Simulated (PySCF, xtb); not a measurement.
CH₄F₂SeSi, SMILES C[Si](F)(F)[SeH].

GFN2-xTB (xtb 6.7.1) at its own geometry gives an orbital gap of 4.47 eV and a dipole moment of 3.44 D.

Geometry: PBE0-D3(BJ)/def2-SVP. The structure was generated by enumeration, and PubChem lists no compound with its InChIKey, so it may never have been made. One conformer was computed; it need not be the lowest.

What does B3LYP/def2-TZVP (PySCF) give? (The exact figures need the calculation; the answer reports its results.)

gap 6.79 eV (levels -7.27 and -0.48 eV), dipole 2.51 D.
